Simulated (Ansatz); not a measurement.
Harmonic frequencies (cm⁻¹) at PBE0-D4/def2-TZVP from Ansatz: 74, 134, 136, 261, 286, 544, 545, 640, 1996.

(1) Which molecule is it?
A. `[F][Sn]([F])([F])[SH]`
B. `[F][Sn]([F])([I])[I]`
C. `[F][Sn]([F])([F])[Cl]`
D. `[F][SnH]([Br])[Br]`

Answers

(1) D.
